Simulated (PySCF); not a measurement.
GeO₂ + 2 H₂O → GeH₄ + 2 O₂

Level: PBE0 in the def2-TZVP basis family, all electrons, no relativity, computed in PySCF with density fitting; open shells unrestricted.

| species | state and structure | ZPE (kJ/mol) | H(298 K) − H(0) (kJ/mol) | S° (J/(mol K)) |
| --- | --- | --- | --- | --- |
| GeO₂ | singlet, D∞h, Ge–O 1.613 Å (×2) | 14.7 | 11.7 | 244.7 |
| H₂O | singlet, C2v, O–H 0.960 Å (×2); H–O–H 105.1° | 56.5 | 9.9 | 188.7 |
| GeH₄ | singlet, Td, Ge–H 1.534 Å (×4) | 77.8 | 10.7 | 217.5 |
| O₂ | triplet, D∞h, O–O 1.193 Å | 10.3 | 8.7 | 204.9 |

Task: Is the gas-phase reaction uphill or downhill in electronic energy at this level, and by how much?

Result: At PBE0/def2-TZVP, ΔE = 562.8 kJ/mol, uphill. 

Task: Add zero-point, thermal and entropy terms for 298.15 K and 1 bar.

Result: ΔZPE = -29.3 and Δ[H(298) − H(0)] = -3.4 kJ/mol give ΔH° = 530.1 kJ/mol. ΔS° = 5.2 J/(mol K), so ΔG° = 530.1 − 298.15 × (0.0052) = 529 kJ/mol.

Each species is the lowest minimum found with this bonding; other isomers or fragments can lie lower.
